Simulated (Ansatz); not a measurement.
A trace of molecular dynamics of GaH$_{4}$NO$_{2}$ (8 atoms, charge 0, multiplicity 1).

Theory: RKS PBE/def2-SVP (Ansatz).

```
ensemble                      : NVE (velocity Verlet)
starting velocities drawn for : 300 K
seed                          : 35642
```

| time (fs) | T (K) | potential energy less start (eV) | conserved less start (meV/atom) |
| --- | --- | --- | --- |
| 0.0 | 300 | 0.000 | 0.00 |
| 6.0 | 149 | 0.119 | 0.28 |
| 12.0 | 103 | 0.155 | 0.30 |
| 18.0 | 207 | 0.072 | 0.07 |
| 24.0 | 171 | 0.102 | 0.22 |
| 30.0 | 108 | 0.151 | 0.28 |
| 36.0 | 141 | 0.124 | 0.16 |
| 42.0 | 170 | 0.102 | 0.18 |
| 48.0 | 150 | 0.117 | 0.12 |
| 54.0 | 133 | 0.131 | 0.18 |
| 60.0 | 141 | 0.125 | 0.27 |
| 66.0 | 214 | 0.068 | 0.12 |
| 72.0 | 194 | 0.084 | 0.15 |
| 78.0 | 158 | 0.112 | 0.28 |
| 84.0 | 159 | 0.111 | 0.16 |
| 90.0 | 126 | 0.136 | 0.18 |
| 96.0 | 113 | 0.147 | 0.23 |
| 102.0 | 145 | 0.121 | 0.14 |
| 108.0 | 76 | 0.176 | 0.26 |
| 114.0 | 88 | 0.166 | 0.24 |
| 120.0 | 197 | 0.080 | 0.06 |
| 126.0 | 126 | 0.137 | 0.25 |
| 132.0 | 104 | 0.154 | 0.29 |
| 138.0 | 235 | 0.050 | 0.01 |
| 144.0 | 199 | 0.080 | 0.17 |
| 150.0 | 117 | 0.144 | 0.30 |

Can this run be trusted? Judge the integration.

The conserved energy stayed within 0.39 meV per atom of its start (net change 0.3 meV per atom), so the integration is sound. Over the second half the temperature averaged 0.49 of the 300 K drawn at the start: a run that starts near a minimum puts about half its kinetic energy into the potential. A run of 0.15 ps of so small a system gives no equilibrium averages. The time step was 0.5 fs.

Time of the run: 15 min on 1 thread of Arm Neoverse V1, on a shared host, peak memory 0.12 GiB.
